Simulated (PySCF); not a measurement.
AlF2H2O, C2H6FSi (calculated)

Computed with PySCF 2.14.0. Calculation on a computer-drawn molecule: the log of a Hartree-Fock and frozen-core CCSD(T) single point meant for a local Hartree-Fock minimum, with one planted fault or none, to be diagnosed. Offsets are logged minus clean, where the clean run is the same molecule without the fault. The reference is restricted for singlets and unrestricted otherwise, and also for a bond in bohr or an excited solution. Adding or removing an electron swaps singlet and doublet. The excited solution moves the top pair (singlet) or top alpha electron (doublet) to the lowest empty orbital. Highest occupied and lowest empty are orbital energies over both spins, largest force is the largest gradient component, triples share is (T) over the correlation energy, the T1 limit is 0.02 restricted and 0.045 unrestricted, electrons count all cores, a negative frequency is imaginary (commonest isotopes), and the dipole is about the centre of nuclear charge.

Common to all runs: logged SCF converged yes; logged CC converged yes; logged SCF stable within its kind yes; possible faults no fault, one electron removed, one electron added, multiplicity raised by two, geometry at a saddle point, SCF held on an excited solution, minimal basis STO-3G, one bond length entered in bohr, all coordinates scaled.

```yaml
- entry: 1
  formula: AlF2H2O
  logged_structure:
    atoms_angstrom:
      - [O, 1.3295, -0.8129, 2.1722]
      - [Al, 0.6386, 0.6723, 1.5368]
      - [F, 1.0277, 0.8362, -0.1098]
      - [F, -1.058, 0.5909, 1.6115]
      - [H, 0.7913, -2.344, 1.4506]
      - [H, 1.1871, 1.9377, 2.3751]
  given:
    meant_charge: -1
    meant_multiplicity: 1
    meant_basis: "aug-cc-pV(D+d)Z"
    logged_electrons: 42
    logged_basis_functions: 119
    logged_spin_squared: 0.8271
    "logged_highest_occupied [eV]": -6.8986
    "logged_lowest_empty [eV]": 3.458
    "logged_largest_force [hartree/bohr]": 0.023472
    logged_T1_diagnostic: 0.055743
    logged_D1_diagnostic: 0.32048
    logged_triples_share: 0.030354
    "logged_dipole_magnitude [debye]": 0.47344
    "logged_energy_HF [hartree]": -517.00556
    "logged_energy_CCSD(T) [hartree]": -517.72949
    drawn_bonds_atom: [1, 2, 2, 1, 2]
    drawn_bonds_other_atom: [2, 3, 4, 5, 6]
    drawn_bonds_order: [1, 1, 1, 1, 1]
  results:
    planted_fault: "one bond length entered in bohr, row 4 of the drawn bonds"
    "HF_energy_offset_from_clean_run [kcal/mol]": 80.73
    "CCSD(T)_energy_offset_from_clean_run [kcal/mol]": 90.0
  notes: ["T1 above single-reference limit"]
- entry: 2
  formula: C2H6FSi
  logged_structure:
    atoms_angstrom:
      - [C, -1.0564, -0.8705, 0.3883]
      - [Si, 0.2377, -0.8577, -0.929]
      - [C, 0.8971, 0.8534, -1.2496]
      - [F, -0.4113, -1.3981, -2.3162]
      - [H, -1.313, -1.7654, 0.9485]
      - [H, -1.6564, 0.002, 0.6332]
      - [H, 1.3135, -1.8103, -0.5927]
      - [H, 0.0879, 1.5393, -1.5153]
      - [H, 1.3996, 1.2475, -0.3614]
      - [H, 1.6168, 0.8437, -2.072]
  given:
    meant_charge: 0
    meant_multiplicity: 2
    meant_basis: "cc-pV(D+d)Z"
    logged_electrons: 40
    logged_basis_functions: 95
    logged_spin_squared: 0.0
    "logged_highest_occupied [eV]": -17.555
    "logged_lowest_empty [eV]": -7.5882
    "logged_largest_force [hartree/bohr]": 0.077669
    logged_T1_diagnostic: 0.014579
    logged_D1_diagnostic: 0.055541
    logged_triples_share: 0.021924
    "logged_dipole_magnitude [debye]": 7.5743
    "logged_energy_HF [hartree]": -467.3157
    "logged_energy_CCSD(T) [hartree]": -467.90567
    drawn_bonds_atom: [1, 2, 2, 1, 1, 2, 3, 3, 3]
    drawn_bonds_other_atom: [2, 3, 4, 5, 6, 7, 8, 9, 10]
    drawn_bonds_order: [1, 1, 1, 1, 1, 1, 1, 1, 1]
  results:
    planted_fault: "one electron removed"
    "HF_energy_offset_from_clean_run [kcal/mol]": 211.1
    "CCSD(T)_energy_offset_from_clean_run [kcal/mol]": 221.3
```
